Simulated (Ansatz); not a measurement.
Harmonic frequencies (cm⁻¹) at PBE0-D4/def2-TZVP from Ansatz: 125, 250, 352, 477, 497, 614, 824, 1767, 3876.

Each molecule was computed in one conformer, which needn't be the lowest.

Problem. Which molecule is it?
A. `O[SiH]F`•
B. `Br[CH]Br`•
C. `[F][Sn]([Cl])[Br]`•
D. `[OH][SnH][Cl]`•

Solution. D.
